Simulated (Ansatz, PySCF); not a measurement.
This PySCF input computes a CAM-B3LYP/def2-TZVPD energy:

```python
from pyscf import gto, scf, dft

mol = gto.M(
    atom='''
    C     1.58127501   -0.59400284   -0.55015376
    C     0.84204229    0.27288941    0.17360442
    C    -0.57247051    0.59247619   -0.21688990
    O    -1.52558098   -0.31873362    0.40883161
    H     2.55341308   -0.76711291   -0.03601969
    H     1.14172926    0.73889377    1.13210057
    H    -0.66889557    0.50859802   -1.30628459
    H    -0.89138258    1.59414008    0.09864707
    H    -1.03529703   -1.15282642    0.40153930
    ''',
    basis='def2-tzvpd',
    charge=-1,
    spin=0,
    verbose=4,
)

mf = dft.RKS(mol, xc='camb3lyp').density_fit(auxbasis='def2-universal-jkfit')
mf.grids.level = 3
mf.conv_tol = 1e-9
mf.max_cycle = 100
mf.max_memory = 1500
mf.kernel()
if not mf.converged:
    mf = mf.newton()
    mf.kernel(mf.make_rdm1())
mf.analyze()
```

Write an input for the same energy in Ansatz (an electronic-structure program) and say what it gives.


Ansatz 0.2 input:
```yaml
crystal:
  periodic: [false, false, false]
  atoms:
    - {symbol: C, position_ang: [1.58127501, -0.59400284, -0.55015376]}
    - {symbol: C, position_ang: [0.84204229, 0.27288941, 0.17360442]}
    - {symbol: C, position_ang: [-0.57247051, 0.59247619, -0.21688990]}
    - {symbol: O, position_ang: [-1.52558098, -0.31873362, 0.40883161]}
    - {symbol: H, position_ang: [2.55341308, -0.76711291, -0.03601969]}
    - {symbol: H, position_ang: [1.14172926, 0.73889377, 1.13210057]}
    - {symbol: H, position_ang: [-0.66889557, 0.50859802, -1.30628459]}
    - {symbol: H, position_ang: [-0.89138258, 1.59414008, 0.09864707]}
    - {symbol: H, position_ang: [-1.03529703, -1.15282642, 0.40153930]}
basis:
  gaussian:
    orbitals: def2-TZVPD
hamiltonian:
  xc: {name: CAM-B3LYP}
total_charge: -1
output: {forces: true}
```
It gives -192.45674 Eh, and PySCF -192.45681 Eh, a difference of 0.07 mEh, from the treatment of integrals and grids.

It need not be the lowest isomer of its formula. Whether it binds its extra electron was not tested at this geometry.
